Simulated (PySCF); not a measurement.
Molecule: C$_{2}$ClF$_{2}$ (charge -1, singlet). It need not be the lowest isomer of its formula. Whether it binds its extra electron was not tested at this geometry. SMILES: FC(=[C-]Cl)F
Coordinates optimised at B3LYP-D3(BJ)/def2-TZVP (Ansatz):
```xyz
5

C      0.5580    -0.8025     0.0284
C     -0.7020    -0.4034     0.0659
F     -1.7428    -1.2854     0.1841
F     -1.2971     0.8328     0.0083
Cl     1.6602     0.6652    -0.1351
```
Charge -1, spin multiplicity 1.

Dispersion corrections to the total energy (kcal/mol) from the dftd3 and dftd4 libraries through PySCF: D3(BJ) without and D4 with the three-body term, each with the damping fitted for the functional named.

| functional | D3(BJ) | D4 |
|---|---|---|
| revPBE | -5.33 | -8.73 |
| B3LYP | -3.71 | -4.19 |
| B2PLYP | -1.73 | -1.79 |
| LC-wPBE | -1.94 | -2.87 |
| BP86 | ? | -3.40 |
| BLYP | ? | -5.88 |
| TPSSh | -2.38 | ? |

Problem. Complete the blanks.

Solution. 
- BP86, D3(BJ): -3.36
- BLYP, D3(BJ): -4.55
- TPSSh, D4: -3.16
